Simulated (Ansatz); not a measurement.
CH$_{8}$BNSi, SMILES `B[SiH2]CN`. The species carries charge 0 and has multiplicity 1.

```xyz
12

B     0.326   -0.699    2.256
Si    0.767   -0.195    0.362
C    -0.693    0.469   -0.632
N    -0.322    0.720   -2.018
H    -0.793   -0.731    2.681
H     1.201   -1.010    3.011
H     1.901    0.773    0.326
H     1.253   -1.451   -0.299
H    -1.545   -0.217   -0.496
H    -0.991    1.417   -0.170
H    -1.112    1.052   -2.557
H     0.009   -0.126   -2.464
```

List the harmonic frequencies (cm⁻¹, unscaled) at PBE0-D4/def2-TZVP in Ansatz. (Best estimate.)

Computed: 61, 91, 133, 251, 284, 366, 550, 576, 657, 704, 788, 821, 896, 910, 929, 1091, 1112, 1173, 1255, 1346, 1472, 1663, 2157, 2201, 2580, 2663, 2960, 3059, 3522, 3605.

Is this a minimum?

Yes, all 30 modes are real.

Give the ideal-gas thermochemistry at 298.15 K and 1 bar (rigid rotor, harmonic oscillator; point group C1, symmetry number 1).

Zero-point energy 238.5 kJ/mol; H(298) − E = 260.3 kJ/mol; entropy 344.3 J/(mol·K), of which translation 162.4, rotation 106.5, vibration 75.5; G(298) − E = 157.6 kJ/mol. Modes under 100 cm⁻¹ are hindered rotations or soft bends, so the harmonic entropy is rough.

And at 400, 500, 600, 800 and 1000 K?


| T (K) | H − E (kJ/mol) | S (J/mol/K) | G − E (kJ/mol) |
| --- | --- | --- | --- |
| 400 | 272.9 | 380.6 | 120.7 |
| 500 | 287.5 | 413.1 | 81.0 |
| 600 | 303.9 | 442.8 | 38.2 |
| 800 | 340.7 | 495.7 | -55.8 |
| 1000 | 381.8 | 541.5 | -159.6 |

Rotational constants (cm⁻¹)?

0.5562, 0.09183, 0.08291.
